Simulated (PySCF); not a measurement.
Lu (lutetium, neutral) across methods

[Xe] 4f14 5d1 6s2, 2D determinant. Computed with PySCF 2.14 in x2c-TZVPPall (11s7p7d2f2g, 99 functions), with scalar relativity by spin-free X2C-1e.

```
 method   E (hartree)  mean ε 6s α (eV)  mean ε 6s β (eV)  mean ε 5d α (eV)  Σ⟨r²⟩ (bohr²)   ⟨S²⟩
    LDA     -14553.86            -4.944            -4.606            -2.132          73.32  0.763
 r2SCAN     -14563.56            -4.769            -4.479            -2.544          73.75  0.878
   BLYP     -14564.39            -4.609            -4.362            -1.974          74.06  0.768
    PBE     -14563.47            -4.772            -4.437            -2.179          74.06  0.786
r2SCANh     -14563.47            -5.001            -4.698            -2.855          73.81  0.860
  B3LYP     -14563.76            -5.203            -4.937            -2.786          73.89  0.767
    UHF  -14558.34357            -6.379            -5.821            -5.210          76.36  0.806
   PBE0     -14563.22            -5.331            -4.980            -3.028          74.03  0.785
```

Spin-orbit coupling, absent here, splits the open shell strongly.
